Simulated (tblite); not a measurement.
Compound: C4H9FSi.
Numbering: `[CH2:1]=[C:2]([CH3:3])[SiH2:4][CH2:5][F:6]` (hydrogens: H7, H8 on C1; H9, H10, H11 on C3; H12, H13 on Si4; H14, H15 on C5)

Structure used (GFN2-xTB), in Å, numbered top down from 1:
```xyz
15
C4H9FSi angstrom
C      1.5576    1.4648   -0.1479
C      0.8462    0.3828    0.1451
C      1.4472   -0.9888    0.0585
Si    -0.9610    0.4894    0.6885
C     -2.0470   -0.4889   -0.5637
F     -1.7691   -1.8415   -0.4930
H      2.5897    1.4055   -0.4606
H      1.1409    2.4559   -0.0859
H      1.4604   -1.4543    1.0437
H      0.8483   -1.6253   -0.5905
H      2.4653   -0.9519   -0.3250
H     -1.1528   -0.1306    2.0035
H     -1.4446    1.8730    0.6619
H     -1.8714   -0.1964   -1.6022
H     -3.1142   -0.3860   -0.3542
```

All values are computed: GFN2-xTB (tblite) harmonic vibrations without scaling, gas phase. Against measured fundamentals such values can be off by several per cent, at times by over 20. Modes of hydrogen on silicon can be 10 to 20 % off. One conformer, not necessarily the lowest.

Harmonic wavenumbers (cm⁻¹): 27.2, 67.7, 123.1, 145.9, 229.8, 266.1, 374.3, 393.0, 495.6, 579.9, 630.3, 652.7, 685.4, 721.0, 749.6, 784.6, 909.1, 964.7, 1015.9, 1025.6, 1039.5, 1206.3, 1218.9, 1277.4, 1401.9, 1422.3, 1449.2, 1478.9, 1485.8, 1676.9, 2241.9, 2244.8, 2952.6, 2962.4, 3004.2, 3021.4, 3026.7, 3070.9, 3111.4.

A = 4226, B = 1796, C = 1425 MHz; mass 104.046 u (most abundant isotopes); point group C1, symmetry number 1.

Q: Zero-point energy?

A: Half the sum of the wavenumbers: 25067 cm⁻¹ = 71.67 kcal/mol.

Q: What is S at 400 K and 1 bar for an ideal gas of classical rigid rotors and harmonic oscillators?

A: Translation 41.32, rotation 28.66, vibration 33.56: S = 103.5 cal/(mol K).

Q: And Cp and H(400 K) − H(0)?

A: Cp = 40.04 cal/(mol K), of which vibrations give 32.09 (their classical limit is 39 R = 77.5); H(400 K) − H(0) = 9.84 kcal/mol without the zero-point energy, 6.66 from vibrations.

Q: Which modes carry the vibrational entropy at 400 K?

A: 27.2 cm⁻¹: 6.61; 67.7 cm⁻¹: 4.80; 123.1 cm⁻¹: 3.62; 145.9 cm⁻¹: 3.29; 229.8 cm⁻¹: 2.42; 266.1 cm⁻¹: 2.15 cal/(mol K); the other 33 give 10.67 together.

Q: What must be added to the electronic energy to get the Gibbs energy at 400 K and 1 bar?

A: ZPE + [H(400 K) − H(0)] − T·S = 71.67 + 9.84 − 41.42 = 40.09 kcal/mol.

Q: How do the functions run with temperature in this model?

A: 
```
T (K)  S (cal/(mol K))  Cp (cal/(mol K))  H − H(0) (kcal/mol)  G − H(0) (kcal/mol)  ln q(vib)
  100             67.5              16.9                 1.26                -5.50       1.99
  200             81.6              24.6                 3.33               -12.99       4.24
  300             93.1              32.7                 6.20               -21.74       6.39
  500            113.2              46.2                14.17               -42.42      10.58
  800            138.0              59.2                30.14               -80.22      16.47
 1000            151.8              65.0                42.59              -109.23      20.08
```

q(vib) and H(0) count from the zero-point level.

Hindered rotation and anharmonicity are outside this model. Other conformers, if any are populated, would add a mixing term that is left out. The structure is chiral; the term R ln 2 for an equal mix with its mirror image is left out.
